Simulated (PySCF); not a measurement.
## Stationary points of LaH3

These are results of PBE0 in PySCF with La lcecp-1-TZVP with ECP46, H def2-TZVP; scalar-relativistic core potentials, no spin–orbit coupling; density-fitted integrals, not measurements.

Relaxations began from a few typed shapes. The search is not exhaustive: other isomers or separated fragments can lie lower, and high-lying points may rest on an excited occupation.

(1) Which is the lowest minimum found?
A. singlet C3v: La–H 2.109 Å (×3); H–La–H 111.3° (×3)
B. singlet D3h: La–H 2.122 Å (×3); H–La–H 120.0° (×3)

## Answers

(1) A. The others lie at 7.1 (singlet D3h, a saddle point) kJ/mol above it.
